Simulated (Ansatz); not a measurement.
Reaction (formal exchange of groups at a Te–C bond): `NC(F)[TeH]` + `[SiH3]S` → `S[SiH2][TeH]` + `NCF`

Computed with Ansatz on PBE0-D4/def2-TZVP structures; ΔE is electronic, products minus reactants. CBS: MP2 limit from def2 TZ/QZ plus the TZ coupled-cluster correction, frozen cores. Functionals use def2-TZVPP. HSE06 is defined as in plane-wave codes. def2 core potentials past Kr. For Te outer-core shells are correlated without core-valence functions, which leaves a few kJ/mol of doubt a bond. Each species was taken in one conformer, which may not be the lowest.

`NC(F)[TeH]`:

Z-matrix (Å, degrees):
```
C
F 1 1.373
Te 1 2.201 2 107.1
N 1 1.399 2 110.7 3 -123.8
H 1 1.089 2 108.0 3 115.5
H 3 1.657 1 94.3 2 44.8
H 4 1.009 1 115.8 2 80.2
H 4 1.007 1 114.5 2 -146.6
```

`[SiH3]S`:

Z-matrix (Å, degrees):
```
Si
S 1 2.137
H 1 1.485 2 111.6
H 1 1.485 2 111.6 3 -122.0
H 1 1.482 2 104.8 3 119.0
H 2 1.344 1 94.7 3 60.9
```

`S[SiH2][TeH]`:

Z-matrix (Å, degrees):
```
Si
Te 1 2.496
S 1 2.132 2 109.4
H 1 1.482 2 112.9 3 115.0
H 1 1.484 2 107.9 3 -123.5
H 2 1.659 1 91.3 3 150.9
H 3 1.344 1 94.6 2 -57.3
```

`NCF`:

Z-matrix (Å, degrees):
```
C
F 1 1.406
N 1 1.402 2 113.7
H 1 1.092 2 106.1 3 121.3
H 1 1.092 2 106.1 3 -121.3
H 3 1.010 1 112.8 2 62.5
H 3 1.010 1 112.8 2 -62.5
```

**Question.** Is it downhill or uphill in electronic energy at CCSD(T)/CBS, and by how much? (Best estimate.)

**Answer.** The calculation gave: Downhill: ΔE = -29.2 kcal/mol.

**Question.** What do these levels give: LDA (SPW92), HSE06-D4, r2SCAN0, RPA@PBE/def2-TZVPP, CCSD(T)/def2-TZVPP, HF/CBS(def2)? (Best estimate.)

**Answer.** The calculation gave: LDA (SPW92) -27.0, HSE06-D4 -29.9, r2SCAN0 -30.0, RPA@PBE/def2-TZVPP -26.7, CCSD(T)/def2-TZVPP -28.4, HF/CBS(def2) -31.0 kcal/mol.

Largest T1 diagnostic among the species: 0.012.

From BLYP to BHLYP (50 % exact exchange), in def2-TZVPP and without D4, ΔE moves by −3.5 kcal/mol. In def2-TZVPP, CCSD(T) changes the Hartree–Fock value by +2.9 kcal/mol (the triples alone add +0.6 kcal/mol) and MP2 by +1.5 kcal/mol. Leaving LDA and LC-ωPBE aside and taking each functional with its dispersion term where it has one, the values, not all of them listed here, spread over 4.5 kcal/mol, from PBE-QIDH to BLYP-D4. LDA lies +0.8 kcal/mol from PBE without D4.
